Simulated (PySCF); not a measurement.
H4AlO4 (SMILES [OH][Al-]([OH])([OH])[OH]), charge -1, singlet, at a GFN2-xTB geometry (such geometries of metal compounds can be far from the true shape), with bond 3-2 at 1.6 times its length; PBE/STO-3G (PySCF).

PySCF was given this input:
```python
from pyscf import gto, scf, dft

mol = gto.Mole()
mol.atom = '''
    Al   -0.00000000   -0.00000000   -0.00000000
    O     1.60013122   -0.41861514   -0.56945509
    H     1.86275968   -0.41816466   -2.06194202
    O     0.11470341    0.26263230    1.72563179
    H     0.83851758    0.77410115    2.05963706
    O    -0.51994549    1.40745130   -0.89926369
    H    -1.43029173    1.66471842   -0.85289347
    O    -1.19488915   -1.25146846   -0.25691301
    H    -1.17249985   -2.02048599    0.29551583
'''
mol.basis = 'sto-3g'
mol.charge = -1
mol.verbose = 4
mol.build()

mf = dft.RKS(mol)
mf.xc = 'pbe'
mf.diis_space = 2
mf.kernel()
```

It wrote (shortened):

```
PySCF version 2.14.0

[INPUT] verbose = 4
[INPUT] num. atoms = 9
[INPUT] num. electrons = 50
[INPUT] charge = -1
[INPUT] spin (= nelec alpha-beta = 2S) = 0
[INPUT] symmetry False subgroup None
[INPUT] Mole.unit = angstrom
[INPUT] Symbol           X                Y                Z      unit          X                Y                Z       unit  Magmom
[INPUT]  1 Al     0.000000000000   0.000000000000   0.000000000000 AA    0.000000000000   0.000000000000   0.000000000000 Bohr   0.0
[INPUT]  2 O      1.600131220000  -0.418615140000  -0.569455090000 AA    3.023809769166  -0.791067966196  -1.076114160340 Bohr   0.0
[INPUT]  3 H      1.862759680000  -0.418164660000  -2.061942020000 AA    3.520105631082  -0.790216682372  -3.896505702532 Bohr   0.0
[INPUT]  4 O      0.114703410000   0.262632300000   1.725631790000 AA    0.216758030454   0.496303118465   3.260971474943 Bohr   0.0
[INPUT]  5 H      0.838517580000   0.774101150000   2.059637060000 AA    1.584568576833   1.462839166211   3.892149959404 Bohr   0.0
[INPUT]  6 O     -0.519945490000   1.407451300000  -0.899263690000 AA   -0.982554575803   2.659697490663  -1.699362087866 Bohr   0.0
[INPUT]  7 H     -1.430291730000   1.664718420000  -0.852893470000 AA   -2.702859647930   3.145861888319  -1.611735071730 Bohr   0.0
[INPUT]  8 O     -1.194889150000  -1.251468460000  -0.256913010000 AA   -2.258013242714  -2.364932642931  -0.485495226738 Bohr   0.0
[INPUT]  9 H     -1.172499850000  -2.020485990000   0.295515830000 AA   -2.215703597594  -3.818165159621   0.558443984174 Bohr   0.0

nuclear repulsion = 240.229142546947
number of shells = 21
number of NR pGTOs = 99
number of NR cGTOs = 33
basis = sto-3g
ecp = {}

******** <class 'pyscf.dft.rks.RKS'> ********
method = RKS
initial guess = minao
damping factor = 0
level_shift factor = 0
DIIS = <class 'pyscf.scf.diis.CDIIS'>
diis_start_cycle = 1
diis_space = 2
diis_damp = 0
SCF conv_tol = 1e-09
SCF conv_tol_grad = None
SCF max_cycles = 50
direct_scf = True
direct_scf_tol = 1e-13
XC library pyscf.dft.libxc version 7.1.2
    S. Lehtola, C. Steigemann, M. J. T. Oliveira, and M. A. L. Marques,  SoftwareX 7, 1–5 (2018)
XC functionals = pbe
    J. P. Perdew, K. Burke, and M. Ernzerhof,  Phys. Rev. Lett. 77, 3865 (1996)
    J. P. Perdew, K. Burke, and M. Ernzerhof,  Phys. Rev. Lett. 78, 1396 (1997)
    J. P. Perdew, K. Burke, and M. Ernzerhof,  Phys. Rev. Lett. 77, 3865 (1996)
    J. P. Perdew, K. Burke, and M. Ernzerhof,  Phys. Rev. Lett. 78, 1396 (1997)
radial grids:
    Treutler-Ahlrichs [JCP 102, 346 (1995); DOI:10.1063/1.469408] (M4) radial grids

becke partition: Becke, JCP 88, 2547 (1988); DOI:10.1063/1.454033
pruning grids: <function nwchem_prune>
grids dens level: 3
symmetrized grids: False
atomic radii adjust function: <function treutler_atomic_radii_adjust>
small_rho_cutoff = 0
Set gradient conv threshold to 3.16228e-05
Initial guess from minao.
tot grids = 114744
init E= -538.342757709062
  HOMO = -0.396967110606109  LUMO = -0.136698320082685  gap/eV = 7.08227
cycle= 1 E= -537.358902683026  delta_E= 0.984  |g|= 1.23  |ddm|= 3.61
  HOMO = 0.52725329114234  LUMO = 0.545235472802448  gap/eV = 0.48932
cycle= 2 E= -536.872120782068  delta_E= 0.487  |g|= 1.53  |ddm|= 4.32
  HOMO = 0.267174216357372  LUMO = 0.273814035702765  gap/eV = 0.18068
cycle= 3 E= -537.383925126835  delta_E= -0.512  |g|= 1.32  |ddm|= 3.43
  HOMO = 0.206621567291887  LUMO = 0.366405777223819  gap/eV = 4.34795
cycle= 4 E= -537.534536738238  delta_E= -0.151  |g|= 0.963  |ddm|= 2.83
  HOMO = 0.488851397558019  LUMO = 0.526553742416971  gap/eV = 1.02593
cycle= 5 E= -536.900557754044  delta_E= 0.634  |g|= 1.69  |ddm|= 3.34
  HOMO = 0.392072804342998  LUMO = 0.452962573140925  gap/eV = 1.65690
cycle= 6 E= -534.9524295122  delta_E= 1.95  |g|= 2.13  |ddm|= 4.12
  HOMO = 0.197856053579897  LUMO = 0.299276538278182  gap/eV = 2.75979
cycle= 7 E= -537.215260101706  delta_E= -2.26  |g|= 1.13  |ddm|= 4.03
  HOMO = 0.51800837773656  LUMO = 0.569302897980949  gap/eV = 1.39579
cycle= 8 E= -530.467900372348  delta_E= 6.75  |g|= 3.32  |ddm|= 7.39
  HOMO = 0.529951823189422  LUMO = 0.593750193041119  gap/eV = 1.73604
cycle= 9 E= -533.559998191485  delta_E= -3.09  |g|= 2.95  |ddm|= 7.64
  HOMO = 0.378833059392178  LUMO = 0.414882636121772  gap/eV = 0.98096
cycle= 10 E= -534.531417614026  delta_E= -0.971  |g|= 2.62  |ddm|= 5.99
  HOMO = 0.440665275421451  LUMO = 0.499716355575212  gap/eV = 1.60686
cycle= 11 E= -524.689319040808  delta_E= 9.84  |g|=  4.1  |ddm|= 9.07
  HOMO = 0.521860516356985  LUMO = 0.567570801723802  gap/eV = 1.24384
cycle= 12 E= -524.60520587772  delta_E= 0.0841  |g|= 3.85  |ddm|= 8.71
  HOMO = 0.382073302093064  LUMO = 0.430738840392389  gap/eV = 1.32426
cycle= 13 E= -519.080260281215  delta_E= 5.52  |g|= 4.03  |ddm|= 10.7
  HOMO = 0.53408575092423  LUMO = 0.60460732573653  gap/eV = 1.91899
cycle= 14 E= -519.310216368682  delta_E= -0.23  |g|= 3.98  |ddm|=   10
  HOMO = 0.644532400831034  LUMO = 0.735913137682365  gap/eV = 2.48660
cycle= 15 E= -513.582963381957  delta_E= 5.73  |g|=    2  |ddm|= 11.1
  HOMO = 0.779043119082819  LUMO = 0.881556005034174  gap/eV = 2.78952
cycle= 16 E= -517.382968647622  delta_E= -3.8  |g|= 4.79  |ddm|= 13.2
  HOMO = 0.807750779080759  LUMO = 0.871796344214491  gap/eV = 1.74277
cycle= 17 E= -519.905427146644  delta_E= -2.52  |g|= 4.33  |ddm|= 7.94
  HOMO = 0.540358094514545  LUMO = 1.08782646235728  gap/eV = 14.89737
cycle= 18 E= -512.424545365928  delta_E= 7.48  |g|= 1.86  |ddm|= 13.6
  HOMO = 0.860286093457209  LUMO = 0.955621617499591  gap/eV = 2.59421
cycle= 19 E= -517.231998510246  delta_E= -4.81  |g|= 4.74  |ddm|= 13.5
  HOMO = 0.8277113746638  LUMO = 0.868756405974941  gap/eV = 1.11689
cycle= 20 E= -520.314770830121  delta_E= -3.08  |g|= 4.31  |ddm|= 7.99
  HOMO = 0.598540402271855  LUMO = 1.13973363872515  gap/eV = 14.72662
cycle= 21 E= -512.241766094653  delta_E= 8.07  |g|=  1.9  |ddm|= 13.7
  HOMO = 0.851050998092241  LUMO = 1.01432721085426  gap/eV = 4.44297
cycle= 22 E= -517.722177696088  delta_E= -5.48  |g|= 4.67  |ddm|= 13.6
  HOMO = 0.824067060623728  LUMO = 0.859212453882458  gap/eV = 0.95635
cycle= 23 E= -520.475644830383  delta_E= -2.75  |g|= 4.31  |ddm|= 7.81
  HOMO = 0.58722678064604  LUMO = 1.13345231180864  gap/eV = 14.86355
cycle= 24 E= -512.234060129665  delta_E= 8.24  |g|= 1.88  |ddm|= 13.7
  HOMO = 0.852926510785808  LUMO = 1.01757972343458  gap/eV = 4.48044
cycle= 25 E= -517.786380633542  delta_E= -5.55  |g|= 4.66  |ddm|= 13.6
  HOMO = 0.827710573293918  LUMO = 0.858547443426896  gap/eV = 0.83911
cycle= 26 E= -520.576302013918  delta_E= -2.79  |g|= 4.31  |ddm|= 7.78
  HOMO = 0.58523694638456  LUMO = 1.13264458912748  gap/eV = 14.89572
cycle= 27 E= -512.232790681904  delta_E= 8.34  |g|= 1.88  |ddm|= 13.7
  HOMO = 0.853049703247317  LUMO = 1.01661127905952  gap/eV = 4.45074
cycle= 28 E= -517.806945437046  delta_E= -5.57  |g|= 4.66  |ddm|= 13.6
  HOMO = 0.828702882479892  LUMO = 0.858475110224617  gap/eV = 0.81014
cycle= 29 E= -520.607588163829  delta_E= -2.8  |g|= 4.31  |ddm|= 7.77
  HOMO = 0.584937540191748  LUMO = 1.13254403790273  gap/eV = 14.90113
cycle= 30 E= -512.23267207744  delta_E= 8.37  |g|= 1.88  |ddm|= 13.7
  HOMO = 0.852988053091138  LUMO = 1.01632128778093  gap/eV = 4.44452
cycle= 31 E= -517.816402417183  delta_E= -5.58  |g|= 4.66  |ddm|= 13.6
  HOMO = 0.828900498356101  LUMO = 0.858488227883471  gap/eV = 0.80512
cycle= 32 E= -520.616186432321  delta_E= -2.8  |g|= 4.31  |ddm|= 7.76
  HOMO = 0.584801678666607  LUMO = 1.13248203471465  gap/eV = 14.90314
cycle= 33 E= -512.23270403563  delta_E= 8.38  |g|= 1.88  |ddm|= 13.7
  HOMO = 0.852962179222882  LUMO = 1.0163355552972  gap/eV = 4.44562
cycle= 34 E= -517.820473812762  delta_E= -5.59  |g|= 4.66  |ddm|= 13.6
  HOMO = 0.828958980521322  LUMO = 0.858502917928224  gap/eV = 0.80393
cycle= 35 E= -520.619607569783  delta_E= -2.8  |g|= 4.31  |ddm|= 7.76
  HOMO = 0.584728017178367  LUMO = 1.13245027647898  gap/eV = 14.90428
cycle= 36 E= -512.232720838854  delta_E= 8.39  |g|= 1.88  |ddm|= 13.7
  HOMO = 0.852949818062392  LUMO = 1.01637482525605  gap/eV = 4.44702
cycle= 37 E= -517.822411853005  delta_E= -5.59  |g|= 4.66  |ddm|= 13.6
  HOMO = 0.828985628315475  LUMO = 0.858509487328392  gap/eV = 0.80339
cycle= 38 E= -520.621411334426  delta_E= -2.8  |g|= 4.31  |ddm|= 7.76
  HOMO = 0.584688724699379  LUMO = 1.13243437241567  gap/eV = 14.90492
cycle= 39 E= -512.232727827248  delta_E= 8.39  |g|= 1.88  |ddm|= 13.7
  HOMO = 0.852943093030419  LUMO = 1.01639894924056  gap/eV = 4.44786
cycle= 40 E= -517.823422095439  delta_E= -5.59  |g|= 4.66  |ddm|= 13.6
  HOMO = 0.82899994986213  LUMO = 0.858512413658797  gap/eV = 0.80308
cycle= 41 E= -520.622415280479  delta_E= -2.8  |g|= 4.31  |ddm|= 7.76
  HOMO = 0.584667635607227  LUMO = 1.13242605173665  gap/eV = 14.90527
cycle= 42 E= -512.23273122546  delta_E= 8.39  |g|= 1.88  |ddm|= 13.7
  HOMO = 0.852939348489815  LUMO = 1.01641193206711  gap/eV = 4.44832
cycle= 43 E= -517.82396935193  delta_E= -5.59  |g|= 4.66  |ddm|= 13.6
  HOMO = 0.829007814888159  LUMO = 0.858513891930302  gap/eV = 0.80290
cycle= 44 E= -520.622969736159  delta_E= -2.8  |g|= 4.31  |ddm|= 7.76
  HOMO = 0.58465618860865  LUMO = 1.13242155923828  gap/eV = 14.90545
cycle= 45 E= -512.232733055407  delta_E= 8.39  |g|= 1.88  |ddm|= 13.7
  HOMO = 0.852937278027815  LUMO = 1.01641892133829  gap/eV = 4.44856
cycle= 46 E= -517.824268627094  delta_E= -5.59  |g|= 4.66  |ddm|= 13.6
  HOMO = 0.829012121595427  LUMO = 0.858514689474714  gap/eV = 0.80281
cycle= 47 E= -520.623273691211  delta_E= -2.8  |g|= 4.31  |ddm|= 7.76
  HOMO = 0.58464993772418  LUMO = 1.13241910518244  gap/eV = 14.90556
cycle= 48 E= -512.2327340631  delta_E= 8.39  |g|= 1.88  |ddm|= 13.7
  HOMO = 0.852936140892548  LUMO = 1.0164227259541  gap/eV = 4.44870
cycle= 49 E= -517.824432439099  delta_E= -5.59  |g|= 4.66  |ddm|= 13.6
  HOMO = 0.829014476320899  LUMO = 0.858515126388613  gap/eV = 0.80275
cycle= 50 E= -520.623439968011  delta_E= -2.8  |g|= 4.31  |ddm|= 7.76
SCF not converged.
SCF energy = -520.623439968011
```

Convergence was not reached.
